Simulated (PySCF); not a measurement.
CH6OSiTe, SMILES CO[Te][SiH3]. Atoms are numbered in the order given.

```xyz
10

Te     0.1372     0.0229     0.6851
O      1.2693     0.5524    -0.9002
C      1.8228    -0.4987    -1.6446
H      1.0581    -1.1551    -2.1022
H      2.4047    -0.0347    -2.4587
H      2.5077    -1.1356    -1.0542
Si    -1.9383    -0.0138    -0.7155
H     -1.7595    -0.9495    -1.8646
H     -2.2602     1.3476    -1.2314
H     -3.0382    -0.4996     0.1719
```
Charge 0, spin multiplicity 1.

Geometry optimised at PBE0-D3(BJ)/def2-SVP. This is a generated structure with no PubChem entry under its InChIKey; it may be hypothetical. The def2 effective core potentials stand for the cores of Te; spin–orbit coupling is left out. Other conformers were not sampled.

Level of theory: CAM-B3LYP/def2-TZVP in PySCF.

ESP charges are fitted to the potential on shells at 1.4 to 2.0 van der Waals radii. Atomic charges (e):

```
atom  ESP fit  Löwdin  Mulliken
----  -------  ------  --------
Te1      0.10    0.40      0.23
O2      -0.28   -0.18     -0.46
C3      -0.06   -0.44         ?
H4       0.04    0.10         ?
H5       0.10    0.11         ?
H6       0.07    0.10         ?
Si7     -0.05    0.03         ?
H8       0.03   -0.04     -0.03
H9       0.02   -0.04     -0.02
H10      0.04   -0.04     -0.03
```

### Question
Some entries are withheld; supply them. (Estimate from the structure and the level; the computed values follow.)

### Answer

- C3, Mulliken: -0.16
- H4, Mulliken: 0.11
- H5, Mulliken: 0.12
- H6, Mulliken: 0.11
- Si7, Mulliken: 0.13

### Question
Give the Mayer and Wiberg (Löwdin basis) orders of the bonds. (An estimate is asked for; the answer gives what the named calculation found.)

### Answer

```
bond     Mayer  Wiberg
-------  -----  ------
Te1–O2    0.89    1.21
O2–C3     0.96    1.66
C3–H4     0.97    0.94
C3–H5     0.96    0.93
C3–H6     0.98    0.94
Te1–Si7   1.11    1.46
Si7–H8    0.94    0.97
Si7–H9    0.95    0.97
Si7–H10   0.94    0.97
```
